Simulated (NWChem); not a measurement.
## Lowest excitation of H₄BClS

```xyz
7

B     -0.9576    -0.1579     0.0000
H     -1.5778    -0.0018    -1.0309
H     -1.5778    -0.0018     1.0309
Cl     0.2020    -1.5655     0.0000
S      0.1514     1.5539     0.0000
H      1.0437     1.2722     0.9786
H      1.0437     1.2722    -0.9786
```
Charge 0, spin multiplicity 1.

The numbers come from NWChem runs, not from measurements. Structure: optimised with PBE0/def2-SVP, a minimum by its harmonic frequencies.

Basis set: 6-31+G*.

The correlated methods keep 11 core orbitals frozen. B3LYP has NWChem's definition, with VWN1-RPA local correlation. The Pople sets run with spherical d functions. The structure started from a generated list of species. No row is a measurement; the coupled-cluster row has its own basis-set and correlation limits.

**Question.** Order these methods by the lowest vertical singlet excitation energy they give, lowest first: EOM-CCSD, TD-PBE, TDA-PBE0, CIS, TD-B3LYP.

**Answer.** TD-PBE (4.84 eV), TD-B3LYP (5.56 eV), TDA-PBE0 (5.87 eV), EOM-CCSD (6.77 eV), CIS (7.58 eV)
